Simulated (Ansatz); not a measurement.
Two isomers of H8OSSi3: A = `[SiH3][SiH2]O[SiH2]S`, B = `O[SiH2]S[SiH2][SiH3]`.

Isolated molecules relaxed with PBE0-D4/def2-TZVP in Ansatz; ΔE leaves out vibrations. CCSD(T)/CBS is the MP2 limit (def2-TZVPP, def2-QZVPP) plus CCSD(T) − MP2 in def2-TZVPP, frozen cores. Functionals use def2-TZVPP. B3LYP here is the variant with VWN-RPA as its local correlation; programs differ in this. Each species was taken in one conformer, which may not be the lowest.

Which isomer does CCSD(T)/CBS put lower? Give the gap. (Estimate.)

The calculation gave: A, by 35.0 kJ/mol.

Give E(B) − E(A) in kJ/mol with B3LYP-D4, HF/def2-TZVPP, PBE0-D4, CCSD/def2-TZVPP, MP2/def2-TZVPP, CCSD(T)/def2-TZVPP, B2PLYP. (Best estimate.)

The calculation gave: B3LYP-D4 40.8, HF/def2-TZVPP 57.2, PBE0-D4 25.9, CCSD/def2-TZVPP 42.5, MP2/def2-TZVPP 33.7, CCSD(T)/def2-TZVPP 38.5, B2PLYP 40.6. None reverses the order clearly.

Largest T1 diagnostic: 0.012.

In def2-TZVPP, CCSD(T) changes the Hartree–Fock value by −18.7 kJ/mol (the triples alone add −4.0 kJ/mol) and MP2 by −23.5 kJ/mol. From PBE to PBE0 (25 % exact exchange), in def2-TZVPP and without D4, E(B) − E(A) moves by +3.3 kJ/mol.
